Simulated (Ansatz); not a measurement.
A run for Ansatz (a program for electronic structure): R-r2SCAN/def2-TZVPP on CH5NOSi (SMILES CO[Si]N), a point of a torsion scan.

Ansatz 0.2 input:
```yaml
crystal:
  periodic: [false, false, false]
  atoms:
    - {symbol: C, position_ang: [-1.67961061, -0.06844610, 0.26787763]}
    - {symbol: O, position_ang: [-0.36875919, 0.28903236, 0.02407074]}
    - {symbol: Si, position_ang: [0.68750687, 1.05193077, 1.04507404]}
    - {symbol: N, position_ang: [1.97419249, 1.09586847, -0.07449397]}
    - {symbol: H, position_ang: [-2.34533423, 0.79419519, 0.15142303]}
    - {symbol: H, position_ang: [-1.81010170, -0.46894619, 1.27884092]}
    - {symbol: H, position_ang: [-1.97159151, -0.83462673, -0.45441530]}
    - {symbol: H, position_ang: [2.87356600, 1.49220167, 0.12938179]}
    - {symbol: H, position_ang: [1.90505835, 0.72524772, -1.01275767]}
basis:
  gaussian:
    orbitals: def2-TZVPP
hamiltonian:
  xc: {name: r2SCAN}
scf: {lower_state_search: off}
```

Problem. Predict the final total energy.

Solution. -460.5797 hartree.
